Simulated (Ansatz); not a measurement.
Gas-phase electronic energies from Ansatz, PBE0-D4/def2-TZVP geometries. CCSD(T)/CBS adds triple-zeta CCSD(T) − MP2 to the extrapolated MP2 energy (def2 sets, frozen cores). This one scheme is used for every species. DFT in def2-TZVPP. Each species was taken in one conformer, which may not be the lowest.

`FB(F)[Si](Cl)(Cl)Cl` + `CC(C)N` → `CC(C)N[Si](Cl)(Cl)Cl` + `FBF`  (cleavage of the Si–B bond)

`FB(F)[Si](Cl)(Cl)Cl`:

Z-matrix (Å, degrees):
```
Si
Cl 1 2.032
B 1 2.031 2 111.0
Cl 1 2.036 2 109.2 3 120.6
Cl 1 2.037 2 109.1 3 -120.3
F 3 1.313 1 120.2 2 177.4
F 3 1.312 1 121.8 2 -2.7
```

`CC(C)N`:

Z-matrix (Å, degrees):
```
C
C 1 1.517
H 1 1.094 2 111.2
H 1 1.093 2 110.1 3 119.6
H 1 1.092 2 111.0 3 -119.9
C 2 1.517 1 111.4 3 179.9
N 2 1.458 1 108.8 3 -60.1
H 2 1.104 1 107.8 3 61.7
H 6 1.094 2 111.2 1 -179.8
H 6 1.092 2 111.0 1 -59.9
H 6 1.093 2 110.1 1 60.5
H 7 1.013 2 110.6 1 60.0
H 7 1.013 2 110.6 1 178.4
```

`CC(C)N[Si](Cl)(Cl)Cl`:

Cartesian coordinates in Å:
```
C -0.743 1.574 0.505
C 0.191 0.383 0.360
C 1.633 0.809 0.142
N -0.255 -0.500 -0.711
Si -0.774 -2.080 -0.515
Cl 0.656 -3.260 0.338
Cl -2.395 -2.224 0.720
Cl -1.257 -2.809 -2.349
H -0.431 2.217 1.331
H -0.737 2.176 -0.409
H -1.766 1.242 0.688
H 0.145 -0.201 1.287
H 1.725 1.382 -0.786
H 2.286 -0.062 0.070
H 1.983 1.442 0.961
H -0.262 -0.090 -1.633
```

`FBF`:

Cartesian coordinates in Å:
```
F 0.473 -0.980 0.698
B 0.025 0.027 -0.015
F -1.269 0.109 -0.224
H 0.771 0.844 -0.459
```

```tsv
level	ΔE (kJ/mol)
BLYP-D4	-98.5
BLYP	-84.5
CAM-B3LYP	-101.5
CCSD/def2-TZVPP	-107.1
```

(1) What does CCSD(T)/CBS give? (Best estimate.)

Largest T1 diagnostic among the species: 0.013.

Results:

(1) The calculation gave: -107.6 kJ/mol. The listed levels differ from it by 9.1, 23.1, 6.1, 0.5 kJ/mol.

The D4 term adds −11.4 kJ/mol with B3LYP and −7.1 kJ/mol with PBE0; it sums over pairs of atoms, weighted by their polarisabilities, and B3LYP, whose exchange is more repulsive, gets the larger term. Leaving LDA and LC-ωPBE aside and taking each functional with its dispersion term where it has one, the values, not all of them listed here, spread over 26.2 kJ/mol, from BHLYP-D4 to PBE-D4. LDA lies −13.1 kJ/mol from PBE without D4. From BLYP to BHLYP (50 % exact exchange), in def2-TZVPP and without D4, ΔE moves by −20.1 kJ/mol.

B3LYP here is the variant with VWN-RPA as its local correlation; programs differ in this.
